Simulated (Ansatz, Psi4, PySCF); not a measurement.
Species: AlOCl, charge 0, multiplicity 1. SMILES: [Al](=[O])[Cl]
Geometry: optimised at B3LYP-D3(BJ)/def2-TZVP (Ansatz, a program for electronic structure).

Quantity: vertical triplet-singlet gap, E(triplet) - E(singlet), in eV. Terms: 6-31G* and kin with 6d, 5d where marked; valence correlation only; each state is the SCF solution reached for its charge and spin; UHF or UKS for open shells; non-relativistic; spin-orbit terms left out; no dispersion term unless named; 6-311+G** with 5d, 6d on Na to Ar in Ansatz. First-principles rows: single points at B3LYP-D3(BJ) geometries (Ansatz). Levels can end on unlike triplets.

```tsv
level	program	vertical triplet-singlet gap, E(triplet) - E(singlet) (eV)
HF/6-31G*	Ansatz	1.47
HF/6-311+G**	Ansatz	1.53
PBE/6-31G*	Ansatz	3.14
PBE/6-311+G**	Ansatz	3.21
B3LYP/6-31G*	Ansatz	2.91
B3LYP/6-311+G**	Ansatz	2.99
wB97X-D/6-31G*	Psi4	2.98
MP2/6-31G*	Ansatz	3.54
MP2/6-311+G**	Ansatz	3.61
PBE0/def2-TZVPD	Ansatz	2.84
M06-2X/def2-TZVPD	PySCF	2.76
```

No value to compare with is used here. The 9 habitual levels span 1.47 (HF/6-31G*) to 3.61 eV (MP2/6-311+G**); M06-2X/def2-TZVPD gives 2.76.

The levels are drawn from those run, B3LYP/6-31G* more often than the rest, none by its result; left out are runs that failed, that the program found above a lower state of the same kind, or whose <S^2> lies over 0.5 above the pure value.
